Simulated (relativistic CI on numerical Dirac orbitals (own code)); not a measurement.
## Electric-dipole lines of Tl⁵⁵⁺

Computed by Dirac-Coulomb-Breit CI, KLI orbitals optimised for each configuration, model QED (radiative potential, 1s self-energy scaled to tabulated hydrogen-like ionisation energies), unscaled Slater integrals (own radial code, finite nucleus).

CI space (outside the closed core [Ne]): 3s²3p⁶3d⁸, 3s²3p⁵3d⁹, 3s²3p⁴3d¹⁰, 3s3p⁶3d⁹, 3p⁶3d¹⁰, 3s3p⁵3d¹⁰, 3s²3p⁶3d⁷4s, 3s²3p⁶3d⁷4p, 3s²3p⁴3d⁹4s, 3s²3p⁶3d⁷4d, 3s²3p⁴3d⁹4p, 3s²3p⁵3d⁸4s, 3s²3p⁶3d⁷4f, 3s²3p⁴3d⁹4d, 3s3p⁵3d⁹4s, 3s²3p⁵3d⁸4p. Levels of other configurations are missing.

```csv
λ vac (Å),Lower,Upper,A (s⁻¹),E lower (10³ cm⁻¹),E upper (10³ cm⁻¹)
4.7854,3s²3p⁶3d⁸ ¹D2 [2],3s²3p⁵3d⁸4s ¹F°3 [198],2.43e+13,82.5,20979.4
4.7922,3s²3p⁶3d⁸ ³F4 [1],3s²3p⁵3d⁸4s ³G°5 [177],3.10e+13,0.0,20867.4
5.1832,3s²3p⁶3d⁸ ³F4 [1],3s²3p⁶3d⁷4p ³D°3 [101],1.13e+13,0.0,19293.1
5.2080,3s²3p⁶3d⁸ ³F4 [1],3s²3p⁶3d⁷4p ³F°4 [98],1.87e+13,0.0,19201.1
5.2135,3s²3p⁶3d⁸ ¹G4 [6],3s²3p⁶3d⁷4p ¹G°4 [137],1.42e+13,955.2,20136.1
5.3389,3s²3p⁶3d⁸ ³F4 [1],3s²3p⁶3d⁷4p ³G°5 [86],1.35e+13,0.0,18730.6
5.3621,3s²3p⁶3d⁸ ³F4 [1],3s²3p⁶3d⁷4p ⁵D°4 [71],9.63e+12,0.0,18649.6
5.3650,3s²3p⁶3d⁸ ¹G4 [6],3s²3p⁶3d⁷4p ³H°4 [117],1.39e+13,955.2,19594.4
13.306,3s²3p⁶3d⁸ ³F2 [8],3s²3p⁵3d⁹ ³D°1 [23],9.93e+12,1707.4,9222.7
13.355,3s²3p⁶3d⁸ ³F3 [4],3s²3p⁵3d⁹ ¹F°3 [19],2.96e+12,821.4,8309.1
13.421,3s²3p⁵3d⁹ ³F°3 [17],3s²3p⁴3d¹⁰ ¹D2 [29],1.05e+13,5179.2,12630.2
13.472,3s²3p⁶3d⁸ ³F3 [4],3s²3p⁵3d⁹ ³P°2 [18],3.78e+12,821.4,8244.3
13.598,3s²3p⁶3d⁸ ¹G4 [6],3s²3p⁵3d⁹ ¹F°3 [19],8.60e+12,955.2,8309.1
13.632,3s²3p⁶3d⁸ ³P2 [5],3s²3p⁵3d⁹ ³P°2 [18],4.24e+12,908.7,8244.3
13.846,3s²3p⁶3d⁸ ³F2 [8],3s²3p⁵3d⁹ ³F°2 [22],5.36e+12,1707.4,8929.9
15.883,3s²3p⁵3d⁹ ¹D°2 [11],3s3p⁶3d⁹ ³D2 [25],3.34e+12,4221.4,10517.3
15.912,3s²3p⁵3d⁹ ³F°4 [10],3s3p⁶3d⁹ ³D3 [24],6.51e+12,4131.7,10416.4
16.260,3s²3p⁵3d⁹ ³D°3 [12],3s3p⁶3d⁹ ³D2 [25],3.75e+12,4367.2,10517.3
16.276,3s²3p⁵3d⁹ ³F°3 [17],3s3p⁶3d⁹ ³D2 [27],4.97e+12,5179.2,11323.1
16.459,3s²3p⁴3d¹⁰ ¹D2 [29],3s3p⁵3d¹⁰ ³P°1 [82],1.04e+13,12630.2,18705.9
16.531,3s²3p⁵3d⁹ ³D°3 [12],3s3p⁶3d⁹ ³D3 [24],2.51e+12,4367.2,10416.4
16.662,3s²3p⁴3d¹⁰ ³P2 [20],3s3p⁵3d¹⁰ ³P°2 [30],4.59e+12,8562.0,14563.8
22.804,3s²3p⁶3d⁸ ¹D2 [2],3s²3p⁵3d⁹ ¹P°1 [13],1.41e+12,82.5,4467.7
22.898,3s²3p⁶3d⁸ ³F4 [1],3s²3p⁵3d⁹ ³D°3 [12],2.88e+12,0.0,4367.2
23.142,3s²3p⁵3d⁹ ¹F°3 [19],3s²3p⁴3d¹⁰ ¹D2 [29],2.80e+12,8309.1,12630.2
23.412,3s²3p⁶3d⁸ ³F3 [4],3s²3p⁵3d⁹ ³D°2 [14],1.64e+12,821.4,5092.6
23.674,3s²3p⁶3d⁸ ¹G4 [6],3s²3p⁵3d⁹ ³F°3 [17],1.67e+12,955.2,5179.2
23.839,3s²3p⁵3d⁹ ³D°3 [12],3s²3p⁴3d¹⁰ ³P2 [20],2.79e+12,4367.2,8562.0
24.161,3s²3p⁶3d⁸ ¹D2 [2],3s²3p⁵3d⁹ ¹D°2 [11],1.52e+12,82.5,4221.4
24.203,3s²3p⁶3d⁸ ³F4 [1],3s²3p⁵3d⁹ ³F°4 [10],6.85e+11,0.0,4131.7
36.779,3s²3p⁶3d⁷4p ³F°3 [60],3s²3p⁶3d⁷4d ³G4 [166],1.33e+12,17945.4,20664.3
36.842,3s²3p⁶3d⁷4p ³G°5 [44],3s²3p⁶3d⁷4d ³H6 [160],1.41e+12,17763.0,20477.3
42.803,3s²3p⁶3d⁷4s ³H6 [49],3s²3p⁶3d⁷4p ³H°6 [142],5.72e+11,17815.3,20151.6
43.026,3s²3p⁶3d⁷4s ³F4 [55],3s²3p⁶3d⁷4p ³G°5 [146],7.17e+11,17889.9,20214.0
43.098,3s²3p⁶3d⁷4s ³F4 [34],3s²3p⁶3d⁷4p ³F°4 [98],6.51e+11,16880.8,19201.1
43.158,3s²3p⁶3d⁷4s ⁵F5 [33],3s²3p⁶3d⁷4p ³G°5 [96],5.18e+11,16847.9,19165.0
43.192,3s²3p⁶3d⁷4s ³P2 [35],3s²3p⁶3d⁷4p ³D°3 [101],8.07e+11,16977.8,19293.1
43.197,3s²3p⁶3d⁷4s ³D3 [37],3s²3p⁶3d⁷4p ³F°4 [103],8.98e+11,17041.0,19356.0
43.218,3s²3p⁶3d⁷4s ³F4 [34],3s²3p⁶3d⁷4p ³D°3 [97],8.20e+11,16880.8,19194.6
43.235,3s²3p⁶3d⁷4s ⁵F5 [33],3s²3p⁶3d⁷4p ⁵G°6 [95],9.19e+11,16847.9,19160.9
43.260,3s²3p⁶3d⁷4s ⁵F4 [39],3s²3p⁶3d⁷4p ⁵G°5 [122],9.04e+11,17677.9,19989.5
43.302,3s²3p⁶3d⁷4s ⁵P3 [47],3s²3p⁶3d⁷4p ⁵D°4 [131],7.69e+11,17789.1,20098.5
43.367,3s²3p⁶3d⁷4s ⁵F5 [41],3s²3p⁶3d⁷4p ⁵G°6 [125],8.99e+11,17738.1,20044.0
43.573,3s²3p⁶3d⁷4s ³G5 [72],3s²3p⁶3d⁷4p ³H°6 [189],9.04e+11,18656.0,20951.0
43.589,3s²3p⁶3d⁷4s ³H6 [49],3s²3p⁶3d⁷4p ³I°7 [133],9.06e+11,17815.3,20109.4
```

Terms are leading LS components. Brackets give the number of a level in order of energy, since labels repeat. The list gives strong lines, with weight on those to low levels, without lines whose two gauges differ by over a factor of 2.5, among the lowest 200 of 1397 levels, so that lines to higher ones, which can be the strongest, are missing. Levels whose partners in the same complex of configurations lie outside the list can be far off, and so can their lines. Rates are taken at the computed energies, electric ones in the length gauge.

At this charge energies of transitions that change n are usually good to better than 1 %, and those within a shell (Δn = 0) to a few per cent.

LS names give the leading component of a level, which can be under half, so a name can repeat, a term be missing and a line seem to break the LS rules.
